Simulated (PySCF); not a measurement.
## Computed data sheet: `[SiH2](C=C)C(=C=O)[SiH2]C`

Compound: C5H10OSi2.
Cartesian coordinates in Å at the GFN2-xTB level; atoms count from 1:
```xyz
18
C5H10OSi2 angstrom
C      1.5373   -0.6006    1.6867
C      1.8961    0.5320    1.1023
Si     1.4971    1.0124   -0.6773
C      0.0663   -0.0305   -1.3272
C      0.3227   -0.9853   -2.1490
O      0.5547   -1.8486   -2.8996
Si    -1.7223    0.2753   -0.8006
C     -2.1058   -0.6812    0.7947
H      0.9612   -1.3472    1.1629
H      1.7994   -0.8399    2.7068
H      2.4802    1.2418    1.6763
H      1.0766    2.4199   -0.7129
H      2.6910    0.8189   -1.5102
H     -2.6326   -0.1584   -1.8682
H     -1.8688    1.7177   -0.5711
H     -1.9634   -1.7502    0.6592
H     -1.4636   -0.3624    1.6108
H     -3.1346   -0.5247    1.1049
```

Among its groups: C=C double bond, Si–H bond and C–Si bond.

From GFN2-xTB geometry:

* Point group of the GFN2-xTB geometry: C1
* Rotational constants A, B, C of the GFN2-xTB geometry: 1.367, 1.121, 0.821 GHz

**PBE0/pcSseg-1 ground state and GIAO shieldings, non-relativistic (PySCF)**

- Dipole moment: 2.15 D
- HOMO energy: -7.19 eV
- LUMO energy: -0.70 eV
- HOMO–LUMO gap: 6.49 eV
- Lowest Hirshfeld atomic charge: -0.25 e on C4
- Highest Hirshfeld atomic charge: +0.36 e on Si7
- 13C chemical shifts (computed TMS as zero) by class: 172.0 (C5), 145.8 (C1), 141.1 (C2), 0.3 (C8), -9.9 (C4) ppm
- 1H chemical shifts (computed TMS as zero) by class: 6.69 (H10), 6.44 (H11), 6.42 (H9), 4.94 (H12/H13), 4.68 (H14/H15), 0.34 (H16/H17/H18) ppm
- Isotropic shieldings of nuclei other than C and H, by class: 71 (O6), 386 (Si7), 393 (Si3) ppm
- Mayer bond orders between heavy atoms: C1–C2 2.00, C2–Si3 0.88, Si3–C4 0.79, C4–C5 1.78, C5–O6 2.12, C4–Si7 0.76, Si7–C8 0.97

Monoisotopic mass from the formula: 142.0270 u.

The dipole equals about 7.2 × 10⁻³⁰ C·m (1 D = 3.33564 × 10⁻³⁰ C·m). A dipole of 2.15 D is allowed in C1, and pure rotational transitions are dipole-allowed. With B = h/(8π²I), that is 505.379 GHz u Å² over I, the principal moments of inertia are 369.7, 450.8 and 615.9 u Å² (most abundant isotopes); the inertial defect Ic − Ia − Ib is -204.6 u Å² (zero for a rigid planar frame, negative otherwise). The rotational constants make it an asymmetric top with κ = (2B − A − C)/(A − C) = 0.10, midway between the prolate (−1) and oblate (+1) limits.

Geometry: GFN2-xTB, one conformer, isolated molecule. NMR classes are plain means over equivalent atoms (diastereotopic ones count apart unless rotation or inversion swaps them), as if these changed places fast; in this geometry the members of some classes differ.
